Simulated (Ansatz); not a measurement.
Two isomers of C7H14: A = `C[C@@H]1CC[C@@H](C)C1`, B = `C/C=C/CCCC`.

Isolated molecules relaxed with PBE0-D4/def2-TZVP in Ansatz; ΔE leaves out vibrations. CCSD(T)/CBS adds triple-zeta CCSD(T) − MP2 to the extrapolated MP2 energy (def2 sets, frozen cores). DFT in def2-TZVPP. B3LYP here is the variant with VWN-RPA as its local correlation; programs differ in this. One conformer a species, not always the lowest.

Which is lower in electronic energy at CCSD(T)/CBS, and by how much? (Best estimate.)

Ansatz gave: A, by 15.5 kcal/mol.

Give E(B) − E(A) in kcal/mol with MP2/def2-TZVPP, CCSD(T)/def2-TZVPP, B2PLYP, B3LYP, LDA (SPW92), r2SCAN-D4, BLYP-D4. (An estimate is asked.)

Computed: MP2/def2-TZVPP 18.2, CCSD(T)/def2-TZVPP 15.9, B2PLYP 12.5, B3LYP 9.4, LDA (SPW92) 20.5, r2SCAN-D4 15.1, BLYP-D4 9.4. None reverses the order clearly.

Largest T1 diagnostic: 0.009.

From r2SCAN to r2SCAN0 (25 % exact exchange), in def2-TZVPP and without D4, E(B) − E(A) moves by +2.1 kcal/mol. In def2-TZVPP, CCSD(T) changes the Hartree–Fock value by +5.6 kcal/mol (the triples alone add +0.1 kcal/mol) and MP2 by +7.9 kcal/mol.
